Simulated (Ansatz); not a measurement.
Mulliken charges of `[F][Ti]([F])([F])[SeH]` from B3LYP/def2-TZVPP in Ansatz (PBE0-D4/def2-TZVP geometry).

```csv
atom,x (Å),y (Å),z (Å),charge (e)
F1,-0.803,-1.010,1.379,-0.358
Ti2,0.294,-0.499,0.124,1.106
F3,1.957,-0.733,0.567,-0.353
F4,-0.124,-1.351,-1.339,-0.358
Se5,0.070,1.874,-0.231,-0.093
H6,-1.353,1.655,-0.546,0.056
```

Q: By hand: the dipole of these point charges (1 e Å = 4.8032 D).

A: Σ q r = (-0.116, 0.470, -0.086) e Å, of length 0.492 e Å = 2.36 D.

Q: How does the dipole of the full density compare? (Best estimate.)

A: Computed: (-0.101, 0.158, -0.043) e Å, 0.92 D; the point charges give 2.57 times that, at 19° from its direction.

Point charges leave out the atoms' own dipoles, such as those of lone pairs, and Mulliken's split depends on the basis, so the two needn't agree.

B3LYP here is the variant with VWN-RPA as its local correlation; programs differ in this.
